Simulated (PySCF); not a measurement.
B(Cl)2(SH) (BCl2HS), SMILES ClB(S)Cl.

The structure is a stationary point at TPSSh-D3(BJ)/def2-SVP. Other conformers were not sampled.

Computed with PBE0/def2-TZVPD run with PySCF.

**Question.** Estimate the frontier levels, gap, dipole moment and polarisability. (An estimate is asked for; the answer gives what the named calculation found.)

**Answer.** 
```json
{
  "highest_occupied_level": "-8.40 eV",
  "lowest_empty_level": "-1.50 eV",
  "orbital_gap": "6.90 eV",
  "dipole_moment": "1.21 D",
  "quadrupole, principal values (traceless, Buckingham form, about the centre of nuclear charge)": "-2.64, -1.47, 4.10 D·Å",
  "mean_static_polarisability": "63.8 bohr³ (9.45 Å³)",
  "polarisability_principal_values": "46.9, 69.7, 74.9 bohr³"
}
```
